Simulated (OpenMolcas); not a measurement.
# Ionisation energies of lutetium

```
Program             : OpenMolcas 26.06
Basis               : ANO-R2 [8s6p5d3f1g]
Scalar Hamiltonian  : X2C, finite nucleus
Spin-orbit coupling : state interaction with AMFI integrals over the reference wave functions, term energies averaged over their components
```

Active shells in each charge state: the valence d, s shells, with orbitals averaged over the low states. Where CASPT2's correlated closed shells are named, they are those of the first ion.

A. CASSCF
B. SS-CASPT2, IPEA 0.25 Eh, imaginary shift 0.1 Eh (closed shells correlated: 5s 5p)
C. SS-CASPT2, IPEA 0 Eh, imaginary shift 0.1 Eh (closed shells correlated: 5s 5p)
D. SS-CASPT2, IPEA 0.25 Eh, imaginary shift 0.1 Eh (closed shells correlated: 4f 5s 5p)

Energies in eV between the lowest computed levels, named as in B; reference values from the NIST Atomic Spectra Database with their kind.

```tsv
From	To	A	B	C	D	Spin-orbit share in B	Reference
Lu 5d 6s² ²D_3/2	Lu+ 6s² ¹S₀	4.493	5.011	5.074	5.219	+0.151	5.426 (measured)
Lu+ 6s² ¹S₀	Lu2+ 6s ²S_1/2	12.952	13.562	13.576	13.786	+0.000	14.130 (semi-empirical)
```

Error against the reference values, in %:

| From | Reference | A | B | C | D |
| --- | --- | --- | --- | --- | --- |
| Lu | measured | -17.2 | -7.6 | -6.5 | -3.8 |
| Lu+ | semi-empirical | -8.3 | -4.0 | -3.9 | -2.4 |

Absolute error against the one measured value: A 0.93 eV, B 0.41 eV, C 0.35 eV, D 0.21 eV. D lies closest.

The lowest level within the active space need not be the ion's true ground level.
